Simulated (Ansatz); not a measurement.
Ansatz (a program for electronic structure) input for C3H6N2Si, SMILES CC1=NC=N[SiH2]1, PBE0-D3(BJ)/def2-SVP. 

Ansatz 0.2 input:
```yaml
crystal:
  periodic: [false, false, false]
  atoms:
    - {symbol: C, position_ang: [-2.26051768, -0.28344451, 0.37499955]}
    - {symbol: C, position_ang: [-0.79815114, -0.25698904, 0.16581880]}
    - {symbol: N, position_ang: [-0.09053947, -1.32114123, 0.29222900]}
    - {symbol: C, position_ang: [1.25449645, -1.05693116, 0.04851186]}
    - {symbol: N, position_ang: [1.69589061, 0.09527150, -0.25676519]}
    - {symbol: Si, position_ang: [0.35856627, 1.21398825, -0.30661028]}
    - {symbol: H, position_ang: [-2.52654204, 0.41629696, 1.16647095]}
    - {symbol: H, position_ang: [-2.60058010, -1.28260564, 0.63884277]}
    - {symbol: H, position_ang: [-2.76234073, 0.04674173, -0.53397402]}
    - {symbol: H, position_ang: [1.92112064, -1.90603535, 0.13498103]}
    - {symbol: H, position_ang: [0.09989647, 1.69274097, -1.65459594]}
    - {symbol: H, position_ang: [0.43609426, 2.20230240, 0.75659104]}
basis:
  gaussian:
    orbitals: def2-SVP
hamiltonian:
  xc: pbe0
  dispersion: d3bj
relax: {f_tol: 0.002, max_steps: 200}
```

Log of the run:

```
WARN ansatz: RAYON_NUM_THREADS=1 ignored (pool sized by the plan → 1); use --threads N
Functional definition: PBE0
integrals: 0.08 GiB planned
1323 factors; integrals over basis functions are off by at most 3.7e-4 eV
mean field: 0.55 GiB planned
mean field evaluation 1: about -14040.5520 eV, gradient 5.6e1 eV
mean field evaluation 2: about -14034.3478 eV, gradient 7.5e1 eV
mean field evaluation 4: about -14047.7734 eV, gradient 4.0e0 eV
mean field evaluation 8: about -14047.8648 eV, gradient 1.2e-1 eV
mean field evaluation 16: about -14047.8648 eV, gradient 2.0e-5 eV
mean field -14047.86483441 eV, -516.2495106797 hartree, gradient 1.9e-5 eV, S^2 0.000000; 0 other end points of the search recorded, 0 dependent functions left out
the calculation of the forces begins
reference -14047.86486271 eV, -516.2495117197 hartree; 26, 26 occupied and 92, 92 virtual orbitals, 1323 factors
relax step   1: F+E_penalty+E_count = -14048.12506427 eV  Δ(F+E_penalty+E_count) = +0.000e0 eV  max|allowed force component| = 1.374e0 eV/Å  Δτ_max = 0.0000 Å  (29 SCF iters, accepted)
these checks for a lower state are left out or cut short: starts, cluster_reference, orbital_swaps, neighbouring_geometries, increment
integrals: 0.08 GiB planned
1323 factors; integrals over basis functions are off by at most 3.6e-4 eV
mean field: 0.55 GiB planned
mean field -14047.99631374 eV, -516.2543424562 hartree, gradient 1.3e-5 eV, S^2 0.000000; 0 other end points of the search recorded, 0 dependent functions left out
the calculation of the forces begins
reference -14047.99634230 eV, -516.2543435055 hartree; 26, 26 occupied and 92, 92 virtual orbitals, 1323 factors
relax step   2: F+E_penalty+E_count = -14048.25421362 eV  Δ(F+E_penalty+E_count) = -1.291e-1 eV  max|allowed force component| = 5.161e-1 eV/Å  Δτ_max = 0.0566 Å  (33 SCF iters, accepted)
these checks for a lower state are left out or cut short: starts, cluster_reference, orbital_swaps, neighbouring_geometries, increment
integrals: 0.08 GiB planned
1323 factors; integrals over basis functions are off by at most 3.8e-4 eV
mean field: 0.55 GiB planned
mean field -14048.00913206 eV, -516.2548135206 hartree, gradient 1.1e-5 eV, S^2 0.000000; 0 other end points of the search recorded, 0 dependent functions left out
the calculation of the forces begins
reference -14048.00916066 eV, -516.2548145717 hartree; 26, 26 occupied and 92, 92 virtual orbitals, 1323 factors
relax step   3: F+E_penalty+E_count = -14048.26651692 eV  Δ(F+E_penalty+E_count) = -1.230e-2 eV  max|allowed force component| = 2.101e-1 eV/Å  Δτ_max = 0.0202 Å  (34 SCF iters, accepted)
these checks for a lower state are left out or cut short: starts, cluster_reference, orbital_swaps, neighbouring_geometries, increment
integrals: 0.08 GiB planned
1323 factors; integrals over basis functions are off by at most 3.9e-4 eV
mean field: 0.55 GiB planned
mean field evaluation 32: about -14047.9610 eV, gradient 5.2e-1 eV
mean field -14048.01039675 eV, -516.2548599970 hartree, gradient 1.5e-5 eV, S^2 0.000000; 0 other end points of the search recorded, 0 dependent functions left out
the calculation of the forces begins
reference -14048.01042533 eV, -516.2548610475 hartree; 26, 26 occupied and 92, 92 virtual orbitals, 1323 factors
relax step   4: F+E_penalty+E_count = -14048.26795580 eV  Δ(F+E_penalty+E_count) = -1.439e-3 eV  max|allowed force component| = 5.637e-2 eV/Å  Δτ_max = 0.0075 Å  (26 SCF iters, accepted)
these checks for a lower state are left out or cut short: starts, cluster_reference, orbital_swaps, neighbouring_geometries, increment
integrals: 0.08 GiB planned
1323 factors; integrals over basis functions are off by at most 3.9e-4 eV
mean field: 0.55 GiB planned
mean field -14048.01046885 eV, -516.2548626469 hartree, gradient 2.3e-5 eV, S^2 0.000000; 0 other end points of the search recorded, 0 dependent functions left out
the calculation of the forces begins
reference -14048.01049743 eV, -516.2548636971 hartree; 26, 26 occupied and 92, 92 virtual orbitals, 1323 factors
relax step   5: F+E_penalty+E_count = -14048.26810628 eV  Δ(F+E_penalty+E_count) = -1.505e-4 eV  max|allowed force component| = 1.596e-2 eV/Å  Δτ_max = 0.0024 Å  (26 SCF iters, accepted)
these checks for a lower state are left out or cut short: starts, cluster_reference, orbital_swaps, neighbouring_geometries, increment
integrals: 0.08 GiB planned
1323 factors; integrals over basis functions are off by at most 3.9e-4 eV
mean field: 0.55 GiB planned
mean field -14048.01047179 eV, -516.2548627547 hartree, gradient 3.6e-5 eV, S^2 0.000000; 0 other end points of the search recorded, 0 dependent functions left out
the calculation of the forces begins
reference -14048.01050036 eV, -516.2548638049 hartree; 26, 26 occupied and 92, 92 virtual orbitals, 1323 factors
relax step   6: F+E_penalty+E_count = -14048.26811393 eV  Δ(F+E_penalty+E_count) = -7.649e-6 eV  max|allowed force component| = 8.315e-3 eV/Å  Δτ_max = 0.0006 Å  (23 SCF iters, accepted)
these checks for a lower state are left out or cut short: starts, cluster_reference, orbital_swaps, neighbouring_geometries, increment
integrals: 0.08 GiB planned
1323 factors; integrals over basis functions are off by at most 3.9e-4 eV
mean field: 0.55 GiB planned
mean field -14048.01047538 eV, -516.2548628866 hartree, gradient 2.6e-5 eV, S^2 0.000000; 0 other end points of the search recorded, 0 dependent functions left out
the calculation of the forces begins
reference -14048.01050395 eV, -516.2548639368 hartree; 26, 26 occupied and 92, 92 virtual orbitals, 1323 factors
relax step   7: F+E_penalty+E_count = -14048.26811707 eV  Δ(F+E_penalty+E_count) = -3.134e-6 eV  max|allowed force component| = 3.779e-3 eV/Å  Δτ_max = 0.0011 Å  (21 SCF iters, accepted)
these checks for a lower state are left out or cut short: starts, cluster_reference, orbital_swaps, neighbouring_geometries, increment
integrals: 0.08 GiB planned
1323 factors; integrals over basis functions are off by at most 3.9e-4 eV
mean field: 0.55 GiB planned
mean field -14048.01047760 eV, -516.2548629685 hartree, gradient 1.6e-5 eV, S^2 0.000000; 0 other end points of the search recorded, 0 dependent functions left out
the calculation of the forces begins
reference -14048.01050618 eV, -516.2548640187 hartree; 26, 26 occupied and 92, 92 virtual orbitals, 1323 factors
relax step   8: F+E_penalty+E_count = -14048.26811744 eV  Δ(F+E_penalty+E_count) = -3.716e-7 eV  max|allowed force component| = 4.298e-4 eV/Å  Δτ_max = 0.0006 Å  (20 SCF iters, accepted)
integrals: 0.08 GiB planned
1323 factors; integrals over basis functions are off by at most 3.9e-4 eV
mean field: 0.55 GiB planned
mean field evaluation 64: about -14048.0102 eV, gradient 3.4e-1 eV
mean field -14048.01047760 eV, -516.2548629685 hartree, gradient 1.6e-5 eV, S^2 0.000000; 1 other end points of the search recorded, 0 dependent functions left out
the calculation of the forces begins
reference -14048.01050618 eV, -516.2548640187 hartree; 26, 26 occupied and 92, 92 virtual orbitals, 1323 factors
Total energy: -14048.26814602 eV, -516.2643321079 hartree
Atom 0 at    -2.287043    -0.291141     0.380235 Å, force     0.000074    -0.000430    -0.000200 eV/Å
Atom 1 at    -0.817154    -0.260276     0.168964 Å, force    -0.000161     0.000120     0.000302 eV/Å
Atom 2 at    -0.097013    -1.319999     0.293369 Å, force    -0.000279     0.000421     0.000004 eV/Å
Atom 3 at     1.292795    -1.054064     0.043303 Å, force    -0.000012    -0.000030    -0.000201 eV/Å
Atom 4 at     1.762284     0.090651    -0.264857 Å, force     0.000252     0.000039     0.000097 eV/Å
Atom 5 at     0.368822     1.174781    -0.300527 Å, force    -0.000025     0.000073    -0.000220 eV/Å
Atom 6 at    -2.575480     0.409139     1.181483 Å, force     0.000238    -0.000081    -0.000029 eV/Å
Atom 7 at    -2.619753    -1.304993     0.642566 Å, force    -0.000137     0.000039     0.000017 eV/Å
Atom 8 at    -2.813382     0.044590    -0.528536 Å, force     0.000037     0.000100     0.000077 eV/Å
Atom 9 at     1.937667    -1.941400     0.141567 Å, force     0.000064    -0.000130     0.000084 eV/Å
Atom 10 at     0.122691     1.755213    -1.650794 Å, force     0.000006    -0.000038     0.000172 eV/Å
Atom 11 at     0.452960     2.257694     0.719726 Å, force    -0.000056    -0.000083    -0.000104 eV/Å
Dipole moment:    -0.470803     0.237516     0.015155 e Å
```

Self-consistency was reached.
